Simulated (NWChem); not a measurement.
System: AlH2SeOF; SMILES [OH][Al]([F])[SeH]

Here is an NWChem input.

```
start job
memory heap 200 mb stack 900 mb global 1100 mb
geometry units angstroms noautoz
  Al     0.109768    -0.945195     0.000110
  F     -1.232864    -1.924046    -0.000381
  O      1.668532    -1.596213    -0.000343
  H      1.896980    -2.527100     0.000784
  Se    -0.172523     1.327377     0.001296
  H      1.288660     1.506120     0.001609
end
basis spherical
  Al library def2-tzvp
  F library def2-tzvp
  O library def2-tzvp
  H library def2-tzvp
  Se library def2-tzvp
end
dft
  xc xpbe96 cpbe96
  iterations 150
  mulliken
end
task dft energy
```

Geometry: optimised at PBE0/def2-SVP.

Give the results of this calculation. (PBE/def2-TZVP.) Quantities: energy (Ha); highest occupied level (eV); orbital gap (eV); dipole (D).


```json
{
 "energy (Ha)": "-2819.85",
 "highest occupied level (eV)": "-6.41",
 "orbital gap (eV)": "4.72",
 "dipole (D)": "1.45"
}
```
